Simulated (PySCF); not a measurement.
Cl$_{4}$Se (SMILES Cl[Se](Cl)(Cl)Cl), singlet, geometry from GFN2-xTB; PySCF with DF-CAMB3LYP/cc-pV(D+d)Z.

Input for PySCF:
```python
from pyscf import gto, scf, dft

mol = gto.Mole()
mol.atom = '''
    Se   -0.00300693    0.00470149    0.44248318
    Cl    1.06172155   -1.32656609   -0.82096840
    Cl    1.81230429    1.45883554    0.39654014
    Cl   -1.05027581    1.30867012   -0.86332068
    Cl   -1.81773616   -1.45034255    0.40278258
'''
mol.basis = 'cc-pv(d+d)z'
mol.verbose = 4
mol.build()

mf = dft.RKS(mol)
mf.xc = 'camb3lyp'
mf = mf.density_fit(auxbasis='def2-universal-jkfit')
mf.kernel()
```

The log (banner, timings and long lists left out):

```
PySCF version 2.14.0

[INPUT] verbose = 4
[INPUT] num. atoms = 5
[INPUT] num. electrons = 102
[INPUT] charge = 0
[INPUT] spin (= nelec alpha-beta = 2S) = 0
[INPUT] symmetry False subgroup None
[INPUT] Mole.unit = angstrom
[INPUT] Symbol           X                Y                Z      unit          X                Y                Z       unit  Magmom
[INPUT]  1 Se    -0.003006930000   0.004701490000   0.442483180000 AA   -0.005682274176   0.008884528477   0.836172024927 Bohr   0.0
[INPUT]  2 Cl     1.061721550000  -1.326566090000  -0.820968400000 AA    2.006362950049  -2.506846596235  -1.551405432922 Bohr   0.0
[INPUT]  3 Cl     1.812304290000   1.458835540000   0.396540140000 AA    3.424758762474   2.756799631382   0.749352261997 Bohr   0.0
[INPUT]  4 Cl    -1.050275810000   1.308670120000  -0.863320680000 AA   -1.984733636156   2.473028114202  -1.631439642873 Bohr   0.0
[INPUT]  5 Cl    -1.817736160000  -1.450342550000   0.402782580000 AA   -3.435023509119  -2.740750206303   0.761148763946 Bohr   0.0

nuclear repulsion = 824.779354861429
number of shells = 15
number of NR pGTOs = 261
number of NR cGTOs = 119
basis = cc-pv(d+d)z
ecp = {}

******** <class 'pyscf.df.df_jk.DFRKS'> ********
method = DFRKS
initial guess = minao
damping factor = 0
level_shift factor = 0
DIIS = <class 'pyscf.scf.diis.CDIIS'>
diis_start_cycle = 1
diis_space = 8
diis_damp = 0
SCF conv_tol = 1e-09
SCF conv_tol_grad = None
SCF max_cycles = 50
direct_scf = False
XC library pyscf.dft.libxc version 7.1.2
    S. Lehtola, C. Steigemann, M. J. T. Oliveira, and M. A. L. Marques,  SoftwareX 7, 1–5 (2018)
XC functionals = camb3lyp
    T. Yanai, D. P. Tew, and N. C. Handy,  Chem. Phys. Lett. 393, 51 (2004)
radial grids:
    Treutler-Ahlrichs [JCP 102, 346 (1995); DOI:10.1063/1.469408] (M4) radial grids

becke partition: Becke, JCP 88, 2547 (1988); DOI:10.1063/1.454033
pruning grids: <function nwchem_prune>
grids dens level: 3
symmetrized grids: False
atomic radii adjust function: <function treutler_atomic_radii_adjust>
small_rho_cutoff = 0
Set gradient conv threshold to 3.16228e-05
Initial guess from minao.
tot grids = 95944
******** <class 'pyscf.df.df.DF'> ********
auxbasis = def2-universal-jkfit
Create RSH-DF object <pyscf.df.df.DF object> for omega=0.33
******** <class 'pyscf.df.df.DF'> ********
auxbasis = auxmol.basis = def2-universal-jkfit
init E= -4242.18028793615
  HOMO = -0.33282775753675  LUMO = -0.114248424558786  gap/eV = 5.94785
cycle= 1 E= -4242.2875695233  delta_E= -0.107  |g|= 0.788  |ddm|= 3.46
  HOMO = -0.341108337044764  LUMO = -0.209382981948423  gap/eV = 3.58443
cycle= 2 E= -4242.10802618775  delta_E= 0.18  |g|=  1.2  |ddm|= 4.35
  HOMO = -0.345673642091916  LUMO = -0.112738677113175  gap/eV = 6.33848
cycle= 3 E= -4242.48055132073  delta_E= -0.373  |g|= 0.043  |ddm|= 2.55
  HOMO = -0.353314101506438  LUMO = -0.10473678779031  gap/eV = 6.76413
cycle= 4 E= -4242.48116651368  delta_E= -0.000615  |g|= 0.0165  |ddm|= 0.147
  HOMO = -0.349933798076542  LUMO = -0.103425809074027  gap/eV = 6.70782
cycle= 5 E= -4242.48127495193  delta_E= -0.000108  |g|= 0.00505  |ddm|= 0.0504
  HOMO = -0.350483612982395  LUMO = -0.103108321638521  gap/eV = 6.73142
cycle= 6 E= -4242.48129670558  delta_E= -2.18e-05  |g|= 0.00195  |ddm|= 0.0239
  HOMO = -0.350461555684357  LUMO = -0.10332579581227  gap/eV = 6.72491
cycle= 7 E= -4242.48130130644  delta_E= -4.6e-06  |g|= 0.000567  |ddm|= 0.0126
  HOMO = -0.350457777330302  LUMO = -0.103268731317565  gap/eV = 6.72636
cycle= 8 E= -4242.48130180165  delta_E= -4.95e-07  |g|= 0.000149  |ddm|= 0.00477
  HOMO = -0.350448029486963  LUMO = -0.103260528753643  gap/eV = 6.72631
cycle= 9 E= -4242.48130183066  delta_E= -2.9e-08  |g|= 4.67e-05  |ddm|= 0.00115
  HOMO = -0.350448901223052  LUMO = -0.103257417949109  gap/eV = 6.72642
cycle= 10 E= -4242.48130183264  delta_E= -1.97e-09  |g|= 1.66e-05  |ddm|= 0.00023
  HOMO = -0.350451602619208  LUMO = -0.103258777065927  gap/eV = 6.72646
cycle= 11 E= -4242.48130183288  delta_E= -2.46e-10  |g|= 5.22e-06  |ddm|= 8.6e-05
  HOMO = -0.350451514113504  LUMO = -0.103257717582812  gap/eV = 6.72649
Extra cycle  E= -4242.4813018329  delta_E= -1.64e-11  |g|= 4.05e-06  |ddm|= 2.82e-05
converged SCF energy = -4242.4813018329
```
